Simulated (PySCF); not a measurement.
**Unknowns**

How the numbers were obtained: GIAO PBE0/pcSseg-1 shieldings, GFN2-xTB geometry, in PySCF 2.14 (rapidly exchanging positions averaged, non-relativistic Hamiltonian, a single conformation, no solvent model).

References, each an isolated molecule treated in the same way: ¹H (31.72 ppm) and ¹³C (186.93 ppm) vs TMS. Splittings of carbon signals by F and P are missing where no couplings were computed. Where no couplings were computed, multiplicities follow the n + 1 count of equivalent neighbours, and m marks all less simple cases (inequivalent or close neighbours, rings, F or P nearby). Shifts are as computed. Against solution values, carbons near 30 ppm lie about +3 ppm off and those near 130 ppm about +5 ppm. Of 1211 compounds with measured shifts, 218 miss one by over three times the rms of a fit or turn the order of signals round; such compounds aren't used in these exercises.

**Question.** C$_{10}$H$_{9}$F. ¹H NMR (600 MHz, computed): δ 7.63 (d, 1H), 7.63 (m, 1H), 7.40 (d, 1H), 5.96 (m, 1H), 3.39 (m, 2H), 2.59 (s, 3H). ¹³C{¹H} NMR (computed): δ 172.2 (C), 145.5 (C), 142.8 (C), 141.9 (C), 131.9 (CH), 129.8 (CH), 124.0 (CH), 114.2 (CH), 35.7 (CH2), 24.3 (CH3). What is it?

**Answer.** `Cc1ccc2c(c1)C(F)=CC2`. The formula gives 6 degrees of unsaturation (2 rings in the answer). 10 carbon signals for 10 carbons: no two carbons are equivalent. Carbon types of the structure: 4 × C, 4 × CH, 1 × CH2, 1 × CH3, which accounts for all hydrogens. δC 172.2: fully substituted alkene carbon. δC 145.5, 142.8, 141.9: substituted aromatic carbon. δC 131.9, 129.8, 124.0: aromatic CH. δC 114.2: alkene CH; the olefinic region.

The shifts were computed for this structure.

**Question.** C$_{3}$H$_{6}$FNSi$_{2}$. ¹H NMR (400 MHz, computed): δ 5.71 (m, 1H), 4.92 (d, 2H), 4.25 (m, 3H). ¹³C{¹H} NMR (computed): δ 190.9 (C), 123.6 (C), 118.8 (CH). Identify the compound.

**Answer.** SMILES F/C(=C\[SiH2]C#N)[SiH3]. Rings plus π bonds: 3 (no ring in the answer). 3 carbon signals for 3 carbons: no two carbons are equivalent. Carbon types of the structure: 2 × C, 1 × CH, leaving 5 H on heteroatoms. δC 190.9: fully substituted alkene carbon. δC 123.6: nitrile carbon; this is the usual window of a C≡N carbon, which has no attached hydrogen. δC 118.8: alkene CH; the olefinic region. δH 5.71: hydrogen on an alkene CH; a vinylic proton, deshielded by the sp2 carbon and the C=C anisotropy.

This is the structure that produced the data.
